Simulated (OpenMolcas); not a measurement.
Computed transition rates of Sb II

- Program: OpenMolcas
- Method: SS-CASPT2, IPEA 0.25 Eh, imaginary shift 0.1 Eh (closed shells correlated: 4d)
- Basis: ANO-RCC-VTZP [7s6p4d2f1g]
- Scalar Hamiltonian: DKH2, point nucleus
- Active space: 4 electrons in 4 orbitals (5s 5p)
- State averaging: 2S+1 = 3 even, 6 roots (3 in the spin-orbit step); 2S+1 = 1 even, 6 roots kept (CI in the orbitals of an earlier block); 2S+1 = 5 odd, 1 root; 2S+1 = 3 odd, 9 roots kept (CI in the orbitals of an earlier block); 2S+1 = 1 odd, 8 roots kept (CI in the orbitals of an earlier block)
- Spin-orbit coupling: RASSI with atomic mean-field integrals over the reference wave functions, term energies averaged over their components

Rates come from the transition moments of the reference wave functions (E1 and E2 in the length form). At fixed line strength A goes as λ^-3 for E1 and M1 and as λ^-5 for E2, so a rate at the computed wavelength can be rescaled to the measured one. Measured vacuum wavelengths follow from level energies in NIST Handbook of Basic Atomic Spectroscopic Data. Branching counts decays inside the model space alone, at computed energies, and the table is only a selection of the E2 and M1 lines, drawn from those between levels with measured partners whose computed energy lies within a factor of 1.5 of the measured one.

| Upper | Lower | Type | λ computed (nm) | λ measured (nm) | A computed (s-1) | A rescaled (s-1) | Branching % |
| --- | --- | --- | --- | --- | --- | --- | --- |
| 5s² 5p² ³P₂ | 5s² 5p² ³P₁ | M1 | 4161 | 3841 | 1.64e-01 | 2.08e-01 | 98.7 |
| 5s² 5p² ³P₁ | 5s² 5p² ³P₀ | M1 | 3800 | 3274 | 3.16e-01 | 4.94e-01 | 100.0 |
| 5s² 5p² ³P₂ | 5s² 5p² ³P₀ | E2 | 1986 | 1767 | 2.07e-03 | 3.71e-03 | 1.2 |
| 5s² 5p² ¹D₂ | 5s² 5p² ³P₂ | M1 | 1435 | 1402 | 1.54e+00 |  | 51.3 |
| 5s² 5p² ¹D₂ | 5s² 5p² ³P₂ | E2 | 1435 | 1402 | 1.65e-02 |  | 0.5 |
| 5s² 5p² ¹D₂ | 5s² 5p² ³P₁ | M1 | 1067 | 1027 | 1.44e+00 |  | 47.7 |
| 5s² 5p² ¹S₀ | 5s² 5p² ¹D₂ | E2 | 829.7 | 899.6 | 2.71e+00 | 1.81e+00 | 10.2 |
| 5s² 5p² ¹S₀ | 5s² 5p² ³P₂ | E2 | 525.8 | 548 | 1.97e+00 |  | 7.5 |
| 5s² 5p² ¹S₀ | 5s² 5p² ³P₁ | M1 | 466.8 | 479.6 | 2.18e+01 |  | 82.3 |

Spin-changing lines and M1 lines between different terms are not rescaled, since their strength hangs on the term gaps too.

The largest correction is for 5s² 5p² ³P₂ → 5s² 5p² ³P₀ (E2): 2.07e-03 × (1986 / 1767)^5 = 3.71e-03 s-1, a factor of 1.79.

No measured rate stands beside these. Rescaling mends the energy factor alone: line strengths can still be far off where a level mixes with configurations outside the active space, and weak or spin-changing lines hang on small mixing coefficients that depend on the term gaps too, so rescaling need not improve them.

Term energies are means over components that CASPT2 splits; among the terms shown or strongly mixed into the levels shown the widest spread is 24 cm-1 (5s² 5p² ¹D). Over all roots computed the reference weight is 0.83 to 0.94; the roots of lowest weight are the least certain, and an intruder state may touch them. Some high roots are left out of the spin-orbit mixing, which shifts the levels that they would mix with. Terms from blocks run as CI alone lack orbitals of their own. Measured partners are found by configuration, term and J. A level has none where our copy of the source lacks it or the pairing is in doubt (some pairs that miss far off the trend of their configuration count as doubtful). Levels of configurations outside the active space are missing.
